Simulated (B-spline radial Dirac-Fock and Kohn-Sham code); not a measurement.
**Satellites and hypersatellites of the K lines of Ce²⁺**

System: the Ce²⁺ ion in the configuration [Xe] 4f2, inside a Watson sphere of charge -2 and radius 1.6 Å (a model of the Madelung potential; inside it an electron's potential energy is raised by 18.0 eV).

Input of the calculation (task.json; shells as n, l, electrons):

```json
{"items": [{
  "Z": 58,
  "q": 2,
  "cfg": [[1, 0, 2], [2, 0, 2], [2, 1, 6], [3, 0, 2], [3, 1, 6], [3, 2, 10], [4, 0, 2], [4, 1, 6], [4, 2, 10], [4, 3, 2], [5, 0, 2], [5, 1, 6]],
  "A": 140,
  "rrms": 4.8771,
  "watson": [-2, 1.6],
  "do": ["binding", "quiet", "double"]
}]}
```

Run with: `python xray_run.py task.json out`

Method: ΔSCF Dirac-Fock with Breit, self-energy and vacuum polarisation, finite nucleus, configuration average. Computed with a B-spline atomic structure program. Each two-hole energy is an average over J within one jj subconfiguration, not an observable level; in light atoms, where LS coupling holds, the j-resolved values are not observed lines, and for a K spectator the Kα1 hypersatellite is nearly forbidden. The model has no electron correlation.

Lines without a spectator: Kα2 (K-L2) 34276.6 eV, Kα1 (K-L3) 34717.8 eV, Kβ3 (K-M2) 39167.0 eV, Kβ1 (K-M3) 39255.4 eV. Shifts in eV with one spectator hole (a dash: not computed, or left out as unreliable):

| spectator hole | Kα2 | Kα1 | Kβ3 | Kβ1 |
| --- | --- | --- | --- | --- |
| L2 (2p1/2) | +80.7 | +103.8 | – | +213.1 |
| L3 (2p3/2) | +73.1 | +75.2 | +180.0 | – |
| M2 (3p1/2) | – | +13.56 | +29.38 | +35.2 |
| M3 (3p3/2) | +9.08 | – | +28.42 | +28.07 |
| M4 (3d3/2) | +2.24 | -0.90 | – | – |
| M5 (3d5/2) | -1.71 | +0.85 | – | – |

**Question.** Where does the K-L3 hypersatellite lie, emitted when both K electrons are missing?

**Answer.** +727.6 eV from the normal line, at 35445.4 eV. Removing both K electrons costs 81857.4 eV, which is 978.3 eV more than twice the K binding energy.

With n spectator holes in 2p, averaged over the 2p shell (energies in eV):

```tsv
n	KαLⁿ	step	hypersatellite KαʰLⁿ
0	34570.7	–	35288.0
1	34653.4	+82.7	35372.3
2	34737.4	+84.0	35458.0
3	34822.8	+85.4	35545.0
4	34909.6	+86.8	35633.4
5	34997.7	+88.2	35723.2
```
